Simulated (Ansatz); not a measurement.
**[SiCl3]+ (SMILES Cl[Si+](Cl)Cl): the energy to break a bond**

The species is [SiCl3]+ (4 atoms), meant as a singlet with charge +1. As SMILES, `Cl[Si+](Cl)Cl`. The shape was relaxed beforehand at B3LYP/def2-SVP.

```xyz
4

Cl   -1.5786   -0.6314    1.0053
Si    0.0000    0.0000    0.0000
Cl    1.7977   -0.6793    0.4560
Cl   -0.2191    1.3107   -1.4612
```

Wanted: the dissociation energy of the Cl3–Si2 bond into doublet Cl and doublet [SiCl2]+ (shapes relaxed at B3LYP/def2-SVP, no zero-point term). 1 Eh = 2625.50 kJ/mol = 27.2114 eV. Totals in Eh; open shells run unrestricted unless said.

```
                                    level  program      [SiCl3]+   doublet Cl  doublet [SiCl2]+
                             HF/def2-TZVP   Ansatz  -1667.322502  -459.476807      -1207.718400
                          B3LYP/def2-TZVP   Ansatz  -1670.020938  -460.166971      -1209.694260
B2PLYP/def2-TZVP, 20 core orbitals frozen   Ansatz  -1669.456370  -460.021138      -1209.269689
```

Q: Work out the dissociation energy at each level.

A: 
1. HF/def2-TZVP: (-459.476807) + (-1207.718400) − (-1667.322502) = 0.127295 Eh = 334.2 kJ/mol = 3.46 eV.
2. B3LYP/def2-TZVP: (-460.166971) + (-1209.694260) − (-1670.020938) = 0.159707 Eh = 419.3 kJ/mol = 4.35 eV.
3. B2PLYP/def2-TZVP: (-460.021138) + (-1209.269689) − (-1669.456370) = 0.165543 Eh = 434.6 kJ/mol = 4.50 eV.

The levels span 334 to 435 kJ/mol; no measured value is set beside them. Hartree–Fock lacks the correlation of the bonding electrons, so it comes out low. A bond enthalpy at 298 K also holds the loss of zero-point energy and thermal terms.
